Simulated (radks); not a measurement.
Coulomb parameter of the 4d shell of neutral technetium in the model configuration [Kr] 4d5.5 5s1.5, as a second difference U = [E(n + 0.25) + E(n - 0.25) - 2 E(n)] / (0.25)^2 with all orbitals relaxed. "Bare": the charge of the atom changes with n. "Screened": the 5s shell takes up the change at fixed total charge, which measures U(4d,4d) + U(5s,5s) - 2 U(4d,5s). All-electron calculation, Dirac Kohn-Sham, BLYP, spin-unpolarised, spherical densities, finite nucleus; open shells are shared between the two j in proportion to 2j + 1; Fermi nuclear charge, rms radius 4.4112 fm. Program: a radial shooting solver on a logarithmic mesh with Libxc functionals.

| case | configuration | E - E(n) (eV) |
|---|---|---|
| start | [Kr] 4d5.5 5s1.5 | 0.000 |
| bare +0.25 | [Kr] 4d5.75 5s1.5 | -1.076 |
| bare -0.25 | [Kr] 4d5.25 5s1.5 | 1.625 |
| screened +0.25 | [Kr] 4d5.75 5s1.25 | -0.167 |
| screened -0.25 | [Kr] 4d5.25 5s1.75 | 0.250 |

U(bare) = 8.797 eV, U(screened by 5s) = 1.331 eV. The step up makes a negative ion, whose loosely bound charge lowers the bare value.
